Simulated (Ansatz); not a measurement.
## InCNClF (SMILES N#[C][In]([F])[Cl]): the energy, rung by rung

The species is InCNClF (5 atoms), meant as a singlet with charge 0. As SMILES, `N#[C][In]([F])[Cl]`. The shape was relaxed beforehand at r2SCAN/def2-SVP.

```
atom    x (Å)    y (Å)    z (Å)
   N  -1.4038   1.4720   1.6598
   C  -0.7855   0.7990   0.9363
  In   0.3296  -0.4073  -0.3709
   F   0.4419  -2.3179  -0.0410
  Cl   1.4677   0.3806  -2.2257
```

Quantity: the dissociation energy of the F4–In3 bond into doublet F and doublet InCNCl (shapes relaxed at r2SCAN/def2-SVP, no zero-point term), in eV. The values are calculated.

```
                              level                    kind  program  value (eV)  CPU time (all runs)
       HF/def2-SVP (core potential)            Hartree–Fock   Ansatz        2.90                  4 s
      PBE/def2-SVP (core potential)                     GGA   Ansatz        4.69                4.5 s
   r2SCAN/def2-SVP (core potential)                meta-GGA   Ansatz        4.49                 12 s
  PBE0-D4/def2-SVP (core potential)           global hybrid   Ansatz        4.43                6.9 s
CAM-B3LYP/def2-SVP (core potential)  range-separated hybrid   Ansatz        4.60                7.9 s
   B2PLYP/def2-SVP (core potential)           double hybrid   Ansatz        4.52                 10 s
  RPA@PBE/def2-SVP (core potential)                     RPA   Ansatz        3.96                9.2 s
      MP2/def2-SVP (core potential)     perturbation theory   Ansatz        4.84                4.3 s
```

Spin-orbit coupling is left out. Correlated wave functions underbind in double-zeta sets. The values span 2.90 to 4.84 eV. Hartree–Fock misses the correlation of the electron pair that is broken and comes out low. Measured bond enthalpies also hold zero-point and thermal terms, a few tenths of an eV less. In the correlated wave-function rows the outer d shell of In is correlated, in sets not made for it. In so small a basis fixed costs decide the times, and correlated methods can beat functionals. Times are those of the runs behind each value, whatever else they computed, on shared processors of several kinds: orders of magnitude only.
